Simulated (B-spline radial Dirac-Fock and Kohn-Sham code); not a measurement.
**The Sn-like isoelectronic sequence (50 electrons), Z = 50 to 62**

Calculated with a B-spline atomic structure program, using Dirac-Fock ΔSCF + Breit + QED. Binding energies in eV, tabulated ground configurations. The model has no electron correlation.

| ion | configuration | 2s | 2p3/2 | 3d3/2 | 4p3/2 | outermost level | NIST ionisation energy |
| --- | --- | --- | --- | --- | --- | --- | --- |
| Sn | [Kr] 4d10 5s2 5p2 | 4479.7 | 3937.9 | 501.6 | 102.6 | 6.37 (5p) | 7.343918 |
| Sb⁺ | [Kr] 4d10 5s2 5p2 | 4723.4 | 4151.5 | 555.3 | 124.8 | 15.40 (5p) | 16.626 ± 0.025 |
| Te²⁺ | [Kr] 4d10 5s2 5p2 | 4976.3 | 4372.8 | 613.0 | 149.5 | 26.27 (5p) | 27.84 ± 0.04 |
| I³⁺ | [Kr] 4d10 5s2 5p2 | 5238.4 | 4601.6 | 674.4 | 176.5 | 38.73 (5p) | 40.357 ± 0.025 |
| Xe⁴⁺ | [Kr] 4d10 5s2 5p2 | 5509.5 | 4837.8 | 739.4 | 205.7 | 52.67 (5p) | 54.1 ± 0.5 |
| Cs⁵⁺ | [Kr] 4d10 5s2 5p2 | 5789.8 | 5081.1 | 807.7 | 236.9 | 68.01 (5p) | 69.1 ± 2 |
| Ba⁶⁺ | [Kr] 4d10 5s2 5p2 | 6079.1 | 5331.7 | 879.5 | 270.1 | 84.71 (5p) | 86 ± 2 |
| La⁷⁺ | [Kr] 4d10 5s2 5p2 | ? | ? | ? | ? | ? | ? |
| Ce⁸⁺ | [Kr] 4d10 5s2 5p2 | 6685.4 | 5854.2 | 1033.0 | 342.4 | 122.0 (5p) | 125 ± 2.2 |
| Pr⁹⁺ | [Kr] 4d10 4f2 5s2 | 6984.4 | 6108.3 | 1093.8 | 364.7 | 134.8 (4f) | – |
| Nd¹⁰⁺ | [Kr] 4d10 4f2 5s2 | 7309.0 | 6385.5 | 1176.7 | 404.3 | 163.2 (4f) | 168 ± 8 |
| Pm¹¹⁺ | [Kr] 4d10 4f2 5s2 | 7643.2 | 6669.8 | 1263.0 | 445.9 | 193.5 (4f) | 202 ± 10 |
| Sm¹²⁺ | [Kr] 4d10 4f2 5s2 | 7987.0 | 6961.2 | 1352.7 | 489.4 | 225.9 (4f) | 237 ± 12 |

Task: Fill in the row of La⁷⁺.

Result: 2s 6377.6, 2p3/2 5589.4, 3d3/2 954.6, 4p3/2 305.3, outermost 102.7 (5p), NIST 105 ± 2.1 eV.

NIST's values are for the lowest levels; a dash marks a value that is missing or belongs to another shell. Their kind here: measured, semi-empirical, theoretical. Where a p, d or f shell is open in either ion the computed value averages over both j values and all terms, while the table refers to the lowest levels; that difference holds spin-orbit splitting (largest in heavy or highly charged ions), term energies where several electrons share open shells, and correlation, and it can reach 10 % or more.
